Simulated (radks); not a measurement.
Results of a calculation; reference values are marked as such.
Species: neutral tantalum. Configuration: [Xe] 4f14 5d3 6s2. Code: a radial shooting solver on a logarithmic mesh with Libxc functionals. Model: scalar-relativistic Kohn-Sham, BLYP, spin-polarised, spherical densities, finite nucleus; open shells are filled with parallel spins first (spin-orbit coupling, left out, can overturn this in heavy ions); Fermi nuclear charge, rms radius 5.3507 fm.

Normalised radial functions P(r) = r R(r), r in bohr:

```
   r/bohr * 5p up, o 5p down (the largest magnitude, 1.02, reaches the edge; | marks zero, & curves that meet)
  0.00275                             &
 0.004373                             &
 0.006956                             |&
  0.01106                             | &
  0.01745                             |   &
  0.02776                             |     &
  0.04415                             |     &
  0.07021                             | &
   0.1108                       &     |
   0.1762                     &       |
   0.2802                             |      &
   0.4457                             |           &
   0.7031                  &          |
    1.118  &                          |
    1.779             &               |
    2.829                         &   |
    4.463                             &
    7.098                             &
    11.29                             &
```

5p up: eigenvalue -39.561 eV, 3 radial nodes at r = 0.0804, 0.234, 0.584 bohr, <r> = 1.30 bohr, 90 % of the charge inside 1.91 bohr. 5p down: eigenvalue -38.284 eV, 3 radial nodes at r = 0.0804, 0.234, 0.584 bohr, <r> = 1.29 bohr, 90 % of the charge inside 1.90 bohr.
